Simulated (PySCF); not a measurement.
**How the method changes the constants of TiS**

State: ³Δ (triplet), unpaired electrons σ ↑, δ ↑. Set-up: basis Ti def2-TZVPP, S def2-TZVPP; no relativity; PySCF 2.14. De refers to Ti (3d2 4s2) + S in their high-spin ground configurations, without counterpoise correction. The functionals are run spin-unrestricted. A positive dipole means Ti(−)S(+). Levels whose curve was spin-contaminated or gave no clean fit are not listed.

| Level | Re (Å) | ωe (cm⁻¹) | De (eV) | μ (D) | CPU s a point (SCF and correlation, without the integrals) |
| --- | --- | --- | --- | --- | --- |
| LDA | 2.051 | 586 | n/a | -4.41 | 3 |
| PBE | 2.080 | 563 | n/a | -4.67 | 3.3 |
| revPBE | 2.087 | 556 | n/a | -4.75 | 3.1 |
| r²SCAN | 2.077 | 572 | n/a | -5.21 | 5.3 |
| B3LYP | 2.080 | 571 | n/a | -5.37 | 5.3 |
| PBE0 | 2.068 | 584 | n/a | -5.59 | 5.9 |
| B97-3 | 2.085 | 567 | n/a | -5.64 | 3.8 |
| CAM-B3LYP | 2.066 | 591 | n/a | -5.92 | 9 |

(1) What does a quarter of exact exchange do here, going from PBE to PBE0?

(2) What does the step from GGA to meta-GGA do here, going from PBE to r²SCAN?

De is left out where the level can put another filling of the metal’s s and d shells below the measured ground configuration, by anything from nothing to about 1 eV. With d or f electrons several states lie close, and the lowest PBE0 determinant need not be the measured ground state.

The whole job (state search and all levels along the bond) took about 27 min on 2 threads of Arm Neoverse V1 (shared host), peak memory 5.6 GiB.

Results:

(1) PBE0 less PBE: -1.2 pm in Re, +3.7 % in ωe. Exact exchange removes part of the self-interaction that spreads semilocal densities, and in most molecules shortens and stiffens the bond and lowers De; so it does here.

(2) r²SCAN less PBE: -0.3 pm in Re, +1.6 % in ωe.
